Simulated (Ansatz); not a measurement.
Geometry optimisation, RKS PBE0/cc-pVDZ (Ansatz).

Input:

```yaml
crystal:
  periodic: [false, false, false]
  atoms:
    - { symbol: Al, position_ang: [-1.5265, -0.1529, -0.589] }
    - { symbol: F, position_ang: [0.1809, -1.3808, -0.7567] }
    - { symbol: F, position_ang: [-1.7627, 0.6504, -1.9868] }
    - { symbol: F, position_ang: [-2.6378, -0.8867, 0.3496] }
    - { symbol: Al, position_ang: [1.6334, -0.2886, 0.3175] }
    - { symbol: O, position_ang: [-0.1213, 0.9583, 0.6483] }
    - { symbol: H, position_ang: [2.5575, 0.431, -0.6607] }
    - { symbol: H, position_ang: [1.9896, -1.0952, 1.5626] }
    - { symbol: H, position_ang: [-0.3131, 1.7645, 1.1152] }
basis:
  gaussian: { orbitals: cc-pVDZ }
hamiltonian:
  xc: pbe0
relax:
  f_tol: 0.15
  max_steps: 25
  restrain:
    - { distance: [0, 5], at: 3.17, k: 30.0 }
    - { distance: [4, 1], at: 3.08, k: 30.0 }
    - { distance: [0, 1], at: 1.78, k: 30.0 }
    - { distance: [4, 5], at: 1.87, k: 30.0 }
output:
  orbitals: {}
```

Launched with:

```bash
$ ansatz run input.yaml --threads 2 --pin off --max-ram 3072MiB --backend cpu --events-out ev --progress --plain --runs-dir out
```

Problem. Where does it end, and by what steps?

Solution. The run converged. The restraints hold the end off the free minimum. After 9 steps the energy has risen by 0.584 eV (the restraints' own energy left out); H9 moved furthest, 0.80 Å.

| step | energy less start (eV) | largest force component (eV/Å) | accepted |
| --- | --- | --- | --- |
| 0 | 0.0000 | 5.059 | yes |
| 1 | 0.5861 | 4.879 | yes |
| 2 | 0.7628 | 3.198 | yes |
| 3 | 0.8815 | 1.488 | yes |
| 4 | 0.8045 | 1.171 | yes |
| 5 | 0.7870 | 1.458 | yes |
| 6 | 0.6867 | 1.358 | yes |
| 7 | 0.6168 | 1.370 | yes |
| 8 | 0.6122 | 1.385 | yes |
| 9 | 0.5837 | 1.460 | yes |

```xyz
9
Properties=species:S:1:pos:R:3
Al -1.756 -0.582 -0.796
F -0.268 -1.450 -1.040
F -2.044 0.755 -1.761
F -2.946 -1.224 0.187
Al 1.781 0.072 0.669
O 0.267 1.047 0.983
H 2.799 0.671 -0.386
H 1.936 -1.200 1.591
H 0.232 1.911 0.552
```

Run time: 47 s on 2 threads of Intel(R) Xeon(R) Platinum 8259CL CPU @ 2.50GHz (Skylake/Cascade Lake), with other jobs on the host, peak memory 0.27 GiB.
